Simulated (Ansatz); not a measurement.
Ansatz results at the PBE0-D4/def2-TZVP geometry: HOMO energy (ωB97M-V/def2-TZVPP) -9.47 eV; HOMO–LUMO gap (ωB97M-V/def2-TZVPP) 9.92 eV; size of the dipole moment (ωB97M-V/def2-TZVPP) 3.27 D.

Each molecule was computed in one conformer, which needn't be the lowest.

Task: Which molecule gave them?
A. `BB1N[SiH2]O1`
B. `O=C[CH2][ZnH]`
C. `[NH2][GeH2][CH2]O`
D. `FC1N=C[Se]1`

Result: B. The others give `[NH2][GeH2][CH2]O`: -9.55, 11.34, 2.66; `FC1N=C[Se]1`: -9.26, 9.82, 1.87; `BB1N[SiH2]O1`: -10.38, 10.31, 2.27.
